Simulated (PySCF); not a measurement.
C6H11NOSi.
Geometry (GFN2-xTB, Å), atoms numbered from 1 in this order:
```
atom  x, y, z in Å
C1    -3.8357   -0.2530    1.4197
C2    -2.8756    0.0599    0.3845
C3    -2.0834    0.3255   -0.4847
Si4   -0.8657    0.7505   -1.8119
O5     0.6672    0.4787   -1.3468
C6     1.2782   -0.7014   -0.9289
C7     2.6720   -0.3947   -0.3752
C8     2.5849    0.3954    0.8885
N9     3.1992    0.0204    1.9150
H10   -3.8196   -1.3209    1.6375
H11   -3.5971    0.2970    2.3300
H12   -4.8369    0.0255    1.0908
H13   -1.2180   -0.0567   -2.9874
H14   -0.7767    2.1857   -2.0438
H15    0.6689   -1.1901   -0.1582
H16    1.3664   -1.3907   -1.7790
H17    3.2109    0.1983   -1.1189
H18    3.2169   -1.3195   -0.1888
H19    1.9488    1.2875    0.8192
H20    3.0901    0.6134    2.7353
```

Mayer bond orders were computed from the PBE0/pcSseg-1 density (PySCF). The structure is a single GFN2-xTB conformer in the gas phase; no vibrational or solvent corrections. GFN2-xTB frequencies show an imaginary mode (24i cm⁻¹), so this geometry is no minimum at that level.

Task: The orders 0.87, 0.98, 1.18, 2.04, 2.51 belong to the bonds C1–C2, C2–C3, C3–Si4, O5–C6, C8–N9, in another order. Match them.

Result: O5–C6 0.87; C3–Si4 0.98; C1–C2 1.18; C8–N9 2.04; C2–C3 2.51.

Task: Set the orders of all bonds between heavy atoms beside their lengths and the difference of the ESP-fitted charges at their ends.

Result: 
```csv
bond,Mayer order,length (Å),q(first) − q(second) (e)
C2–C3,2.511,1.206,+0.797
C8–N9,2.043,1.254,+1.140
C1–C2,1.175,1.446,-0.822
C6–C7,1.038,1.531,+0.405
C7–C8,0.986,1.493,-0.608
C3–Si4,0.981,1.851,-1.223
Si4–O5,0.981,1.625,+1.166
O5–C6,0.874,1.393,-0.668
```

Mayer orders depend on the basis set.
